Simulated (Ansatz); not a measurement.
Relaxation of BH7NSbSi (11 atoms, charge 0, multiplicity 1), to a largest force component of 0.02 eV/Å in at most 50 steps.

Level of theory: Ansatz 0.2.0, RKS PBE0/def2-SVP.

```xyz
11
Properties=species:S:1:pos:R:3:forces:R:3
N -0.768 1.766 0.108 -2.50 -0.84 -3.15
B -0.152 0.468 -0.172 -0.65 2.21 -0.22
Si 0.314 -0.679 1.297 1.32 0.46 1.56
Sb 0.372 -0.170 -2.268 -0.36 -0.68 -0.35
H -1.013 2.246 -0.846 0.64 -0.74 2.31
H -1.740 1.624 0.539 2.03 0.53 0.11
H 1.826 -0.901 1.293 -0.47 0.06 0.00
H -0.311 -1.951 1.171 -0.66 -1.43 0.02
H -0.033 -0.024 2.620 0.01 -0.27 -0.12
H 1.936 -0.652 -1.791 0.12 -0.20 0.01
H -0.366 -1.784 -1.929 0.52 0.89 -0.15
```

Problem. Where does it end, and by what steps?

Solution. The forces met the threshold. The force dipped under the threshold on the way, but the program's further checks kept it going. After 43 steps the energy has fallen by 1.159 eV; H11 moved furthest, 2.15 Å.

| step | energy less start (eV) | largest force component (eV/Å) | accepted |
| --- | --- | --- | --- |
| 0 | 0.0000 | 3.153 | yes |
| 2 | -0.8895 | 1.593 | yes |
| 4 | -1.1093 | 0.334 | yes |
| 6 | -1.1311 | 0.055 | yes |
| 8 | -1.1318 | 0.090 | yes |
| 10 | -1.1347 | 0.159 | yes |
| 12 | -1.1375 | 0.019 | yes |
| 14 | -1.1386 | 0.045 | yes |
| 16 | -1.1393 | 0.032 | yes |
| 18 | -1.1410 | 0.059 | yes |
| 20 | -1.1424 | 0.107 | yes |
| 22 | -1.1435 | 0.042 | yes |
| 24 | -1.1464 | 0.144 | yes |
| 26 | -1.1492 | 0.064 | yes |
| 28 | -1.1512 | 0.215 | yes |
| 30 | -1.1541 | 0.126 | yes |
| 32 | -1.1563 | 0.069 | yes |
| 34 | -1.1574 | 0.106 | yes |
| 36 | -1.1585 | 0.101 | yes |
| 38 | -1.1589 | 0.029 | yes |
| 40 | -1.1591 | 0.024 | yes |
| 42 | -1.1592 | 0.033 | no |
| 43 | -1.1592 | 0.014 | yes |

```xyz
11
Properties=species:S:1:pos:R:3
N -1.065 1.228 -0.191
B -0.035 0.296 -0.159
Si 0.559 -0.504 1.603
Sb 1.056 -0.230 -2.078
H -1.424 1.646 -1.043
H -1.553 1.544 0.641
H 2.031 -0.325 1.819
H 0.285 -1.977 1.641
H -0.150 0.118 2.774
H 0.690 -1.897 -1.923
H -0.327 0.046 -3.064
```

The run took 2.5 min on 2 threads of Arm Neoverse V1, with other jobs on the host, peak memory 0.25 GiB.
